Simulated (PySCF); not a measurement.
## Electron correlation in P⁻ (phosphorus, charge -1)

[Ne] 3s2 3p4, high-spin 3P determinant. Calculation: PySCF 2.14, in x2c-QZVPPall with one added diffuse shell each of s, p, d, f type (10s7p5d3f1g, 86 functions); the spin-free X2C one-electron Hamiltonian (Gaussian nucleus). Frozen: [Ne]; 6 electrons correlated.

```json
{"level": "CCSD", "correlation energy (mhartree)": "-139.30"}
{"level": "(T)", "correlation energy (mhartree)": "-7.23"}
{"level": "CCSD(T)", "correlation energy (mhartree)": "-146.53"}
```

Diagnostics: T1 = 0.015, D1 = 0.0349, largest double amplitude 0.040.

Cost of the coupled-cluster step: roughly 23 core-seconds, for 6 correlated electrons.
